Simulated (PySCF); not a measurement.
Molecule: SMILES [O-]/C(=C(/SC)F)F, [C3H3F2OS]-.

Bonds (- single, = double, # triple, : aromatic): C1-S2, S2-C3, C3-F4, C3=C5, C5-O6, C5-F7. C1 carries H8, H9, H10. Formal charges: O6 -1. Stereochemistry as in CS/C(F)=C(/[O-])F.

Total charge -1.

Coordinates of the point at 0° (Å):
```xyz
10

C    -0.753    1.040   -2.671
S    -0.731    1.028   -0.850
C     0.969    0.522   -0.591
F     1.698    0.307   -1.749
C     1.538    0.341    0.620
O     2.648    0.006    1.003
F     0.557    0.628    1.660
H    -0.532    0.044   -3.046
H    -1.754    1.342   -2.965
H    -0.019    1.749   -3.042
```

The dihedral F4–C3–S2–C1 is held at the listed angle and the rest relaxed with GFN2-xTB; GIAO PBE0/pcSseg-1 (PySCF 2.14, gas phase, non-relativistic), single atoms without averaging; energies are PBE0/pcSseg-1 single points on these structures.

References, each an isolated molecule treated in the same way: TMS for ¹³C (σref 186.93) and ¹H (σref 31.72); ³³S (σref 503.73) against CS2; ¹⁹F (σref 170.95) against CFCl3; ¹⁷O (σref 336.08) vs H2O.

(1) How do the shifts follow the torsion?

(2) Weight the points by Boltzmann factors at 298 K (these energies, one coordinate only). How far do the averages lie from the lowest point?

## Answers

(1) 
```csv
angle (°),E rel. (kcal/mol),C1,S2,C3,F4,O6,F7,H8,H10
0,11.6,17.4,-66,110.9,-282.0,256.0,-69.5,2.26,2.26
30,7.3,19.5,-51,112.2,-264.2,273.1,-52.9,1.92,2.56
60,1.5,22.7,-28,114.3,-248.2,279.1,-45.9,1.68,2.48
90,0.0,27.0,-21,116.2,-235.3,281.4,-46.6,1.87,2.04
120,2.2,26.0,-27,118.3,-231.7,285.5,-48.7,2.34,1.82
150,7.3,26.6,-57,123.9,-234.9,294.7,-45.5,2.81,1.66
180,12.5,20.8,-84,117.7,-254.3,293.3,-65.9,2.79,2.51
210,7.0,24.3,-51,123.0,-236.4,299.8,-45.9,1.75,2.91
240,2.3,26.0,-26,118.3,-231.8,285.5,-48.4,1.84,2.33
270,0.1,27.9,-20,116.5,-234.7,281.1,-46.0,2.21,1.72
300,1.5,23.1,-28,114.7,-247.8,280.4,-45.0,2.53,1.64
330,7.4,20.0,-51,112.6,-263.6,273.1,-52.3,2.55,1.91
```

(2) C1 27.0 (lowest point 27.0), S2 -21 (lowest point -21), C3 116.2 (lowest point 116.2), F4 -235.9 (lowest point -235.3), O6 281.2 (lowest point 281.4), F7 -46.3 (lowest point -46.6), H8 2.04 (lowest point 1.87), H10 1.91 (lowest point 2.04) ppm. The lowest point, 90°, carries 48 % of the weight. A 30° grid can miss a minimum, and energy differences under about 1 kcal/mol are within the error of this level. Unscaled 19F shifts carry errors that often reach 10 to 50 ppm.
